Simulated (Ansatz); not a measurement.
The cluster Ga2As3⁻. Charge -1, multiplicity 1. Geometry r2SCAN-D4/def2-SVPD.

| atom | x (Å) | y (Å) | z (Å) |
| --- | --- | --- | --- |
| Ga1 | 1.040 | -1.015 | -0.467 |
| Ga2 | -0.161 | 1.516 | 0.052 |
| As3 | 1.950 | 1.114 | -0.920 |
| As4 | -0.740 | -1.664 | 1.060 |
| As5 | -2.089 | 0.049 | 0.274 |

At HF/def2-TZVPD the restricted singlet is unstable: a solution with broken spin symmetry lies lower. The structure comes from a short search, and lower isomers may exist.

Estimate the orbital energies around the gap (eV) in Ansatz with HF/def2-TZVPD, PBE-D4/def2-SVPD, PBE-D4/def2-TZVPD, PBE0-D4/def2-SVPD, PBE0-D4/def2-TZVPD.


```tsv
orbital	HF/def2-TZVPD	PBE-D4/def2-SVPD	PBE-D4/def2-TZVPD	PBE0-D4/def2-SVPD	PBE0-D4/def2-TZVPD
HOMO−9	-16.34	-10.02	-10.03	-11.85	-11.85
HOMO−8	-13.68	-8.41	-8.42	-9.97	-9.98
HOMO−7	-9.20	-5.27	-5.29	-6.50	-6.51
HOMO−6	-8.00	-4.44	-4.47	-5.56	-5.59
HOMO−5	-5.85	-2.78	-2.78	-3.76	-3.75
HOMO−4	-5.20	-2.35	-2.39	-3.29	-3.31
HOMO−3	-4.96	-2.01	-2.02	-2.93	-2.93
HOMO−2	-4.09	-1.44	-1.48	-2.30	-2.32
HOMO−1	-3.28	-0.62	-0.67	-1.45	-1.49
HOMO	-2.44	-0.56	-0.60	-1.22	-1.26
LUMO	3.38	0.65	0.61	1.17	1.13
LUMO+1	3.71	1.27	1.23	1.77	1.73
LUMO+2	4.78	2.08	2.02	2.70	2.63
LUMO+3	4.88	2.25	2.18	2.88	2.79
LUMO+4	5.14	2.97	2.86	3.63	3.49
LUMO+5	5.52	3.35	3.20	3.87	3.69
```
